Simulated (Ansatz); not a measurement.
`[Cl][Al]1[CH2][S]1`, relaxed with RKS PBE-D4/def2-SVP in the Gaussian-basis code of Ansatz from a rough embedded geometry. The force threshold is 0.03 eV/Å; the program also tests the step.

Total charge 0; spin multiplicity 1.

Start:

```xyz
6

Cl    0.855   -0.639   -2.933
Al    0.163   -0.731   -0.823
C    -0.315    0.416    0.653
S     0.568   -0.853    1.466
H    -1.419    0.376    0.951
H     0.149    1.431    0.686
```

Task: How much energy does the relaxation release, and in how many steps? (An estimate is asked.)

Result: The calculation gave: 93.59 kJ/mol, in 5 steps.

Task: Which bonds change most? (Best estimate.)

Result: The calculation gave: C3–S4 from 1.747 to 1.971 Å; Al2–S4 from 2.327 to 2.131 Å; Cl1–Al2 from 2.223 to 2.093 Å; C3–H5 from 1.144 to 1.106 Å.

Task: Give the relaxed structure. (An estimate is asked.)

Result: Computed: 
```xyz
6

Cl    0.763   -0.913   -2.846
Al    0.383   -0.493   -0.831
C    -0.397    0.524    0.595
S     0.674   -1.010    1.216
H    -1.454    0.416    0.904
H     0.031    1.475    0.962
```
